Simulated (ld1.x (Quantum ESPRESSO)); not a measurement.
**Cu (Z = 29), ultrasoft: configuration errors across variants**

- Element: copper (Cu)
- Generator: ld1.x (Quantum ESPRESSO) 7.5
- Type: ultrasoft
- Functional: PBE
- Relativity: scalar-relativistic
- Frozen core: [Ar]
- Valence charge: 11
- Reference configuration: 3d10 4s0 4p0 (charge +1)
- Partial waves: 4s (bound, empty): rcut 1.50, rcutus 1.85 bohr; 4s channel at 0.3 Ry: rcut 1.50, rcutus 1.85 bohr; 4p (bound, empty): rcut 1.85, rcutus 2.60 bohr; 4p channel at 2.4 Ry: rcut 1.85, rcutus 2.60 bohr; 3d (bound): rcut 0.90, rcutus 0.95 bohr; 3d channel at 1 Ry: rcut 0.90, rcutus 0.95 bohr; 4f channel at 0.25 Ry: rcut 1.65, rcutus 2.25 bohr; 4f channel at 2.8 Ry: rcut 1.65, rcutus 2.25 bohr
- Local potential: all-electron potential smoothed inside 2.05 bohr (lloc = -2)
- Core correction: Bessel-smoothed model core inside 0.80 bohr
- Augmentation charge: built from norm-conserving waves at rcut, not smoothed further

All-electron excitation energies from the reference (eV): (1) 3d10 4s1 4p0 -8.148; (2) 3d9 4s0 4p0 21.332; (3) 3d8 4s0 4p0 60.352; (4) 3d7 4s0 4p0 120.061; (5) 3d9 4s2 4p0 -6.178; (6) 3d10 4s0 4p1 -4.011; (7) 3d9 4s1 4p1 -1.337.

2 further variants failed, have other tests or another functional or relativity, and are left out.

A true bound ghost makes a file unfit for plane-wave use even where its test errors are small: the radial tests pick states by their node count and pass the ghost by.

Errors AE − PS in meV (a dash: test not solved or not reliable):

```csv
change,(1),(2),(3),(4),(5),(6),(7),bound ghosts
base,-12,-78,-554,-1913,-164,-3.0,-150,none
"waves 4f channel at 0.25 Ry: rcut 1.65, rcutus 2.52 bohr; 4f channel at 2.8 Ry: rcut 1.65, rcutus 2.52 bohr",-12,-78,-554,-1913,-164,-3.0,-150,none
"all radii but the core radius scaled by about 1.08 (s 2.00, p 2.80, d 1.02, f 2.42 bohr, rcut 1.62/2.00/0.98/1.78); local potential all-electron potential smoothed inside 2.20 bohr (lloc = -2)",-15,-78,-553,-1906,-189,-3.2,-165,none
"waves 3d (bound): rcut 0.64, rcutus 0.68 bohr; 3d channel at 1 Ry: rcut 0.64, rcutus 0.68 bohr",-12,-78,-557,-1930,-166,-3.0,-151,none
core correction Bessel-smoothed model core inside 0.68 bohr,-12,-78,-554,-1911,-164,-3.0,-150,none
"waves 4p (bound): rcut 1.85, rcutus 2.38 bohr; 4p channel at 2.4 Ry: rcut 1.85, rcutus 2.38 bohr",-12,-78,-554,-1913,-164,-3.0,-150,none
```

Problem. Give the same row for: local potential all-electron potential smoothed inside 0.85 bohr (lloc = -2).

Solution. -11, -77, -539, -1836, -158, -2.7, -144; bound ghosts: s.
